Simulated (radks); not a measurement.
Task: Ionisation of the zirconium ion Zr+, [Kr] 4d2 5s1, to [Kr] 4d2 as the strength of local exchange is varied. All-electron calculation, Dirac Kohn-Sham, Slater X-alpha exchange (alpha = 2/3 is LDA exchange), no correlation, spin-unpolarised, spherical densities, point nucleus; open shells fill j = l - 1/2 first. Program: a radial shooting solver on a logarithmic mesh with Libxc functionals.

alpha  E(Zr+) (hartree)  exchange (hartree)  IE (eV)  -e of the level emptied (eV)  <r> of it (bohr)
0.561       -3574.33362           -89.00744   11.683                 8.680 (5s1/2)             3.537
0.667       -3591.18918          -106.30031   12.284                 9.265 (5s1/2)             3.456
0.751       -3604.60001          -120.11082   12.771                 9.745 (5s1/2)             3.393
0.755       -3605.23980          -120.77081   12.795                 9.768 (5s1/2)             3.391
0.966       -3639.14081          -155.88786   14.062                11.034 (5s1/2)             3.241
?           -3578.61985           -93.39795   11.834                 8.827 (5s1/2)             3.516

Which alpha was used in the last row?

Result: alpha = 0.588. NIST Atomic Spectra Database: 13.130 eV (measured). The Delta-SCF value meets it near alpha = 0.81. Spin polarisation and multiplet splitting are left out, so open shells lie too high by an amount that depends on their filling.

Beside tabulated values, note that spin-unpolarised runs miss the spin-polarisation part of the exchange energy of open shells.
